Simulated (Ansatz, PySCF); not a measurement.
This triplet is an excited state, 0.42 eV above the relaxed singlet at the level frozen-core CCSD(T)/cc-pVTZ // B3LYP-D3(BJ)/def2-TZVP (Ansatz, a program for electronic structure).

Cartesian coordinates (Å):
SMILES: [AlH2][Ge][F]
```xyz
5

F      2.5329     0.6937    -0.1351
Ge     1.5061    -0.7040     0.2266
Al    -0.9083    -0.0829     0.0029
H     -1.2728     1.3919    -0.4094
H     -1.8579    -1.2987     0.3150
```
Charge 0, spin multiplicity 3.

Q: What highest occupied spin orbital, total energy and dipole moment does PBE-D3(BJ)/def2-TZVP // B3LYP-D3(BJ)/def2-TZVP (PySCF) give?

A: 
```yaml
highest_occupied_spin_orbital: -4.90 eV
total_energy: -2419.9616 Ha
dipole_moment: 1.70 D
```
